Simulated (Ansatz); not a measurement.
Stepwise reaction of `C[NH][GeH2][NH]C` with ammonia, as a gas-phase model of exchange steps in deposition or etching. ΔE in kJ/mol.

Program: Ansatz. Geometries: PBE0-D4/def2-TZVP. ΔE: electronic, gas phase. CBS: MP2 limit from def2 TZ/QZ plus the TZ coupled-cluster correction, frozen cores. This one scheme is used for every species. Functionals use def2-TZVPP. B3LYP here is the variant with VWN-RPA as its local correlation; programs differ in this. For Ge outer-core shells are correlated without core-valence functions, which leaves a few kJ/mol of doubt a bond. Scalar relativity is left out up to krypton. One conformer a species, not always the lowest.

```
step                                                reaction  PBE-D4  B3LYP-D4  ωB97M-V  CCSD(T)/CBS
   1  `C[NH][GeH2][NH]C` + NH₃ → `C[NH][GeH2][NH2]` + CH₃NH₂     5.9       6.1      4.9          6.2
   2  `C[NH][GeH2][NH2]` + NH₃ → `[NH2][GeH2][NH2]` + CH₃NH₂     1.6       1.5      0.5          2.5
```

Question: By hand: ΔE of the 2 steps together at CCSD(T)/CBS.

Answer: (6.2) + (2.5) = 8.7 kJ/mol, or 4.3 kJ/mol a step.

In ΔE the steps differ by no more than 3.7 kJ/mol. PBE-D4 differs from CCSD(T)/CBS by -0.9 to -0.3 kJ/mol a step. Only this route is followed, and other bonds may react first. Isolated molecules leave out the surface, adducts and barriers. Largest T1 diagnostic: 0.011.
